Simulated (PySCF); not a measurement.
Te(F)(SeH), SMILES [SeH][Te]F (HFSeTe), CAM-B3LYP/def2-SVP optimised geometry.

```
4

Te    -0.75    -1.22     0.00
F      1.20    -1.22     0.00
Se    -1.20     1.22     0.00
H     -1.17     1.42    -1.46
```

Density from CAM-B3LYP/def2-TZVP, def2 effective core potentials past Kr in PySCF at that geometry. The core electrons that the potentials of Te replace are not part of the density.

Minimum of the electron density along straight lines between bonded atoms, close to the bond critical point (lines longer than 1.1 times the sum of covalent radii, or with two minima, are not listed):

```
bond     length / Å  ρ at the minimum / e bohr⁻³  ∇²ρ there / e bohr⁻⁵  position (fraction from the first atom)
-------  ----------  ---------------------------  --------------------  ---------------------------------------
Te1–F2        1.945                        0.122                  0.42                                     0.51
Te1–Se3       2.487                        0.091                 -0.01                                     0.49
Se3–H4        1.473                        0.177                 -0.34                                     0.63
```
